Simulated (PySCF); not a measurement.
H₄O, SMILES [OH4+2], charge +2.

Geometry optimised at r2SCAN-D4/def2-TZVPD.

Two levels are set side by side: TDDFT-PBE/def2-TZVPD (PySCF) and TDDFT-M06-2X/def2-TZVPD (PySCF). Vertical, same geometry. The lowest singlet is HOMO→LUMO 98 % with PBE and HOMO→LUMO 99 % with the other functional; states are paired by order. Differences are taken from unrounded values.

```tsv
quantity	TDDFT-PBE
lowest singlet excitation (eV)	17.37
lowest triplet excitation (TDA) (eV)	15.99
first bright state (f over 0.05) (eV)	17.37
its oscillator strength	0.12
```

Question: These are the TDDFT-PBE values. What does TDDFT-M06-2X give? (Estimate from the structure and the level; the computed values follow.)

Answer: 
```
quantity                               TDDFT-M06-2X  TDDFT-PBE minus TDDFT-M06-2X
-------------------------------------  ------------  ----------------------------
lowest singlet excitation (eV)                17.86                         -0.49
lowest triplet excitation (TDA) (eV)          16.66                         -0.67
first bright state (f over 0.05) (eV)         17.86                         -0.49
its oscillator strength                        0.15                         -0.04
```

Rough cost on one machine, each run with all the roots and properties that it gave: TDDFT-M06-2X against TDDFT-PBE about 9 times.
